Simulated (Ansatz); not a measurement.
Reaction (redistribution): `CC(=O)O[SiH3]` + `C[O][SnH]([OH])[OH]` → `CO[SiH2]OC(C)=O` + `[OH][SnH2][OH]`

Program: Ansatz. Geometries: PBE0-D4/def2-TZVP. ΔE: electronic, gas phase. CBS: MP2 limit from def2 TZ/QZ plus the TZ coupled-cluster correction, frozen cores. DFT in def2-TZVPP. B3LYP here is the variant with VWN-RPA as its local correlation; programs differ in this. def2 core potentials past Kr. For Sn outer-core shells are correlated without core-valence functions, which leaves a few kJ/mol of doubt a bond. Each species was taken in one conformer, which may not be the lowest.

```csv
level,ΔE (kcal/mol),difference from CCSD(T)/CBS
PBE-D4,-17.4,0.2
r2SCAN-D4,-18.9,-1.3
PBE0-D4,-19.1,-1.5
B3LYP-D4,-19.0,-1.4
ωB97M-V,-19.8,-2.2
r2SCAN,-18.8,-1.2
B3LYP,-19.2,-1.6
MP2/def2-TZVPP,-18.7,-1.1
SCS-MP2/def2-TZVPP,-18.6,-1.0
CCSD/def2-TZVPP,-19.5,-1.9
CCSD(T)/def2-TZVPP,-18.8,-1.2
MP2/def2-QZVPP,-18.0,-0.4
SCS-MP2/def2-QZVPP,-18.0,-0.4
HF/CBS(def2),-21.3,-3.7
MP2/CBS(def2),-17.6,0.0
CCSD/CBS(def2),-18.4,-0.8
CCSD(T)/CBS,-17.6,0
```

Largest T1 diagnostic among the species: 0.014.

In def2-TZVPP, CCSD(T) changes the Hartree–Fock value by +2.6 kcal/mol (the triples alone add +0.7 kcal/mol) and MP2 by +2.7 kcal/mol. From PBE to PBE0 (25 % exact exchange), in def2-TZVPP and without D4, ΔE moves by −1.8 kcal/mol.
